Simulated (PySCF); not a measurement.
CH6O3Si2, SMILES O=CO[SiH2][SiH2]O.

Geometry: PBE0-D3(BJ)/def2-SVP. This is a generated structure with no PubChem entry under its InChIKey; it may be hypothetical. One conformer was computed; it need not be the lowest.

All values below come from PySCF with HF/def2-TZVP.

The molecule is in vacuum.

### Question
Estimate the frontier levels, gap, dipole moment and polarisability. (Estimate from the structure and the level; the computed values follow.)

### Answer

highest occupied level: -10.93 eV
lowest empty level: 2.64 eV
orbital gap: 13.58 eV
dipole moment: 2.87 D
quadrupole, principal values (traceless, Buckingham form, about the centre of nuclear charge): -9.43, 1.25, 8.18 D·Å
mean static polarisability: 66.5 bohr³ (9.85 Å³)
polarisability, principal values: 58.5, 68.2, 72.7 bohr³
